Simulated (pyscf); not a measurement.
`[Cl][ZrH]([Cl])[Cl]`, singlet

Gas-phase minimum from PySCF at ωB97X-D3(BJ)/def2-SVP, one conformer. 

SMILES: [Cl][ZrH]([Cl])[Cl]
```xyz
5

Cl     0.7898     2.5596    -0.6100
Zr     0.2587     0.3126    -0.4070
Cl     0.7869    -0.5804     1.6652
Cl    -1.8893    -0.1995    -1.1102
H      1.3565    -0.5393    -1.5825
```

Bonded distances (Å): Cl1–Zr2 2.318, Zr2–Cl3 2.317, Zr2–Cl4 2.318, Zr2–H5 1.820. Bond angles (°): Cl1–Zr2–Cl3 113.6, Cl1–Zr2–Cl4 113.6, Cl1–Zr2–H5 105.0, Cl3–Zr2–Cl4 113.4, Cl3–Zr2–H5 105.1, Cl4–Zr2–H5 105.0.

Properties at ωB97X-D3(BJ)/def2-SVP:

| Item | Result |
|---|---|
| Harmonic wavenumbers, unscaled | 95, 95, 96, 397, 414, 414, 524, 524, 1807 cm⁻¹ |
| Zero-point energy | 6.2 kcal/mol |
| Rotational symmetry number | 3 |
| Entropy of this conformer at 298 K and 1 atm, rigid rotor and harmonic oscillator, modes under 100 cm⁻¹ raised to 100 | 347.4 J/(mol K) |
| Dipole moment | 0.11 D |

Single-point totals, which compare only within one level (frozen core for MP2 and CC):

```
level                   total energy (hartree)
----------------------  ----------------------
ωB97X-D3(BJ)/def2-TZVP             -1428.57743
PBE/def2-TZVP                      -1427.97231
r²SCAN/def2-TZVP                   -1428.46158
B3LYP-D3(BJ)/def2-TZVP             -1428.59979
PBE0-D3(BJ)/def2-TZVP              -1428.06157
M06-2X/def2-TZVP                   -1428.38029
ωB97M-D3(BJ)/def2-TZVP             -1428.63153
HF/def2-TZVPP                      -1425.89594
MP2/def2-TZVPP                     -1426.80493
CCSD/def2-TZVPP                    -1426.85006
CCSD(T)/def2-TZVPP                 -1426.89481
```

The CCSD(T) − MP2 part came from Ansatz, without density fitting, on the same reference. The frozen core leaves the outer d or s,p core shells of the metals and heavy elements correlated in the MP2 and CC values, and def2-TZVPP describes them poorly, so these totals are far from the basis limit. Elements past Kr carry the def2 core potentials, without spin-orbit coupling.
